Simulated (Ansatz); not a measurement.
The first iterations of a band of Cl$_{3}$F$_{3}$Ta (7 atoms, charge 0, multiplicity 2).

These are results of UKS PBE/def2-SVP in Ansatz 0.2.0, not measurements.

- movable images: 9
- climbing image: yes
- spring: 5.0 eV/Å²
- optimiser: quadratic models (default)
- start path: through a guess of the saddle point
- force threshold: 0.05 eV/Å
- iteration limit: 51
- end points: relaxed

Image 0:

```xyz
7
Properties=species:S:1:pos:R:3
Ta 0.407 -0.174 0.156
F 1.577 -1.662 0.092
F 0.680 0.021 1.996
Cl 0.859 0.125 -2.300
F -0.541 1.464 0.077
Cl -1.480 -1.458 -0.120
Cl 2.458 1.216 -0.441
```

Image 10:

```xyz
7
Properties=species:S:1:pos:R:3
Ta -0.089 -0.021 -0.005
F 1.791 -0.023 -0.079
F 0.138 0.129 1.870
Cl -0.076 0.356 -2.313
F -1.309 1.389 0.159
Cl -1.048 -2.091 0.008
Cl 4.553 -0.208 -0.181
```

| iteration | highest image above the first end (eV) | largest band force component (eV/Å) |
| --- | --- | --- |
| 1 | 3.659 | 8.265 |
| 2 | 2.484 | 6.121 |
| 3 | 1.709 | 2.676 |
| 4 | 1.347 | 1.745 |
| 5 | 1.126 | 1.024 |
| 6 | 0.982 | 0.504 |
| 7 | 0.981 | 0.423 |
| 8 | 0.981 | 0.306 |
| 9 | 0.981 | 0.122 |

**Question.** Does the band converge within its limit, and where does its top end?

**Answer.** It converged. It ended after 29 iterations with the highest image 0.981 eV above the first end. The highest image is an end point: on this band no image between the ends rises above it.

Run time: 28 min on 4 threads of Arm Neoverse V1 (shared host), peak memory 0.39 GiB.
